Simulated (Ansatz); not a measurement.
Consider the silylene formation by 1,1-elimination: `BC(=C)[SiH2]C` → `BC=C` + `C[SiH]`.

Isolated molecules relaxed with PBE0-D4/def2-TZVP in Ansatz; ΔE leaves out vibrations. CCSD(T)/CBS is the MP2 limit (def2-TZVPP, def2-QZVPP) plus CCSD(T) − MP2 in def2-TZVPP, frozen cores. This one scheme is used for every species. One conformer a species, not always the lowest.

```csv
species,CCSD/def2-SVP energy (Eh)
`BC(=C)[SiH2]C`,-432.89994
`BC=C`,-103.60514
`C[SiH]`,-329.21293
```

Problem. Work out ΔE.

Solution. ΔE = (-103.60514) + (-329.21293) − (-432.89994) = 0.08187 Eh = +214.9 kJ/mol. CCSD(T)/CBS gives +235.2 kJ/mol.

Largest T1 diagnostic among the species: 0.012.

From BLYP to BHLYP (50 % exact exchange), in def2-TZVPP and without D4, ΔE moves by +29.6 kJ/mol. The D4 term adds +17.8 kJ/mol with B3LYP and +10.1 kJ/mol with PBE0; it sums over pairs of atoms, weighted by their polarisabilities, and B3LYP, whose exchange is more repulsive, gets the larger term. At CCSD(T), def2-SVP lies −16.2 kJ/mol from the extrapolated value and def2-TZVPP −5.3 kJ/mol.

B3LYP here is the variant with VWN-RPA as its local correlation; programs differ in this.
